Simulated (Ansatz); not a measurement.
Consider the substitution at a C–O bond: `OC(F)[SeH]` + CH₃OH → `COC(F)[SeH]` + H₂O.

Calculated with Ansatz (gas phase, PBE0-D4/def2-TZVP geometries, no zero-point term in ΔE). CBS: MP2 limit from def2 TZ/QZ plus the TZ coupled-cluster correction, frozen cores. This one scheme is used for every species. Functionals use def2-TZVPP. For Se outer-core shells are correlated without core-valence functions, which leaves a few kJ/mol of doubt a bond. Scalar relativity is left out up to krypton. One conformer a species, not always the lowest.

```
             level  ΔE (eV)
           ωB97X-V    -0.05
            B2PLYP    -0.04
            r2SCAN    -0.02
     HF/def2-TZVPP    -0.01
SCS-MP2/def2-TZVPP    -0.09
   CCSD/def2-TZVPP    -0.08
CCSD(T)/def2-TZVPP    -0.09
SCS-MP2/def2-QZVPP    -0.10
```

(1) What does CCSD(T)/CBS give? (An estimate is asked.)

Largest T1 diagnostic among the species: 0.011.

Answers

(1) Ansatz gave: -0.10 eV. The listed levels differ from it by 0.05, 0.06, 0.08, 0.09, 0.01, 0.02, 0.01, 0.00 eV.

In def2-TZVPP, CCSD(T) changes the Hartree–Fock value by −0.08 eV (the triples alone add −0.01 eV) and MP2 by −0.10 eV. The D4 term adds −0.05 eV with B3LYP and −0.03 eV with PBE0; it sums over pairs of atoms, weighted by their polarisabilities, and B3LYP, whose exchange is more repulsive, gets the larger term.

B3LYP here is the variant with VWN-RPA as its local correlation; programs differ in this.
